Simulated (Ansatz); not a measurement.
System: C₂H₆F₂O₂Si, charge 0, multiplicity 1. 
Geometry from a B3LYP-D3(BJ)/def2-TZVP (Ansatz, a program for electronic structure) optimisation:
```
Si
F 1 1.5827
F 1 1.5827 2 108.17
O 1 1.6136 2 105.88 3 119.41
C 4 1.4248 1 125.44 2 -176.97
H 5 1.0886 4 107.70 1 -171.15
H 5 1.0917 6 109.12 4 120.13
H 5 1.0928 6 109.06 7 119.06
O 1 1.6136 2 111.32 4 124.66
C 9 1.4248 1 125.44 2 -59.65
H 10 1.0886 9 107.70 1 -171.15
H 10 1.0917 11 109.12 9 120.13
H 10 1.0928 11 109.06 12 119.06
```

Total electronic energies in hartree. Correlated levels leave the core frozen unless marked. No spin-orbit coupling. No relativistic terms. Basis-set limits of correlation are two-point, X^-3; Hartree-Fock from the larger set. The bracket is a focal-point correction in the basis named.

```json
[
 {"level": "HF/cc-pV(Q+d)Z", "program": "Ansatz", "energy (Eh)": "-717.23196"},
 {"level": "RI-HF/cc-pV(Q+d)Z", "program": "Ansatz", "energy (Eh)": "-717.23173"},
 {"level": "PBE-D4/def2-TZVPD", "program": "Ansatz + dftd4", "energy (Eh)": "-719.26886"},
 {"level": "BLYP-D4/def2-TZVPD", "program": "Ansatz + dftd4", "energy (Eh)": "-719.81042"},
 {"level": "BLYP/def2-TZVPD", "program": "Ansatz", "energy (Eh)": "-719.78771"},
 {"level": "revPBE-D3(BJ)/def2-TZVPD", "program": "Ansatz + dftd3", "energy (Eh)": "…"},
 {"level": "PBE0-D4/def2-TZVP", "program": "Ansatz + dftd4", "energy (Eh)": "-719.30728"},
 {"level": "PBE0/def2-TZVP", "program": "Ansatz", "energy (Eh)": "-719.29849"},
 {"level": "PBE0/def2-TZVPD", "program": "Ansatz", "energy (Eh)": "-719.30111"},
 {"level": "r2SCAN0/def2-TZVPD", "program": "Ansatz", "energy (Eh)": "-719.58851"},
 {"level": "HSE06-D3(BJ)/def2-TZVPD", "program": "Ansatz + dftd3", "energy (Eh)": "-719.28164"},
 {"level": "HSE06-D4/def2-TZVPD", "program": "Ansatz + dftd4", "energy (Eh)": "-719.28350"},
 {"level": "B2GP-PLYP-D3(BJ)/def2-TZVPD", "program": "Ansatz + dftd3", "energy (Eh)": "-719.37921"},
 {"level": "B2GP-PLYP/def2-TZVPD", "program": "Ansatz", "energy (Eh)": "-719.37319"},
 {"level": "MP2/aug-cc-pV(D+d)Z", "program": "Ansatz", "energy (Eh)": "-718.23830"},
 {"level": "RI-MP2/aug-cc-pV(T+d)Z", "program": "Ansatz", "energy (Eh)": "-718.66110"},
 {"level": "RI-MP2/cc-pV(T+d)Z", "program": "Ansatz", "energy (Eh)": "-718.61987"},
 {"level": "SCS-MP2/cc-pwCVTZ", "program": "Ansatz", "energy (Eh)": "-718.63245"},
 {"level": "CCSD/cc-pVTZ", "program": "Ansatz", "energy (Eh)": "-718.63853"},
 {"level": "CCSD(T)/cc-pVTZ", "program": "Ansatz", "energy (Eh)": "-718.68745"},
 {"level": "CCSD(T)/cc-pwCVTZ", "program": "Ansatz", "energy (Eh)": "-718.73189"},
 {"level": "RI-MP2/CBS(cc-pV(T+d)Z,cc-pV(Q+d)Z)+[CCSD(T)-MP2]/cc-pV(D+d)Z", "program": "Ansatz", "energy (Eh)": "-718.9314"},
 {"level": "RI-MP2/CBS(cc-pV(T+d)Z,cc-pV(Q+d)Z)+[CCSD(T)-MP2]/cc-pV(T+d)Z", "program": "Ansatz", "energy (Eh)": "-718.9410"}
]
```

Question: Some entries are withheld; supply them.

Answer: 
- revPBE-D3(BJ)/def2-TZVPD, energy (Eh): -719.67513
